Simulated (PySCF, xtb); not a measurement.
B2O3, SMILES O=BOB=O.

xtb 6.7.1 with GFN2-xTB at its own geometry gives an orbital gap of 7.96 eV and a dipole moment of 0.00 D.

Geometry: PBE0-D3(BJ)/def2-SVP. One conformer was computed; it need not be the lowest.

Question: What does r2SCAN/def2-TZVPD (PySCF) give? (The exact figures need the calculation; the answer reports its results.)

Answer: gap 7.30 eV (levels -8.93 and -1.63 eV), dipole 0.00 D.
